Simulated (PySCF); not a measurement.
InF₂I, SMILES [F][In]([F])[I]. The structure is a stationary point at r2SCAN-D4/def2-SVP. The def2 effective core potentials stand for the cores of I, In; spin–orbit coupling is left out.

Computed equilibrium geometry at r2SCAN-D4/def2-SVP (PySCF confirms it by a frequency run) as a Z-matrix, and its point group:
point group C2v.
```
In
F 1 1.9462
F 1 1.9462 2 113.90
I 1 2.6284 2 123.05 3 180.00
```
Charge 0, spin multiplicity 1.
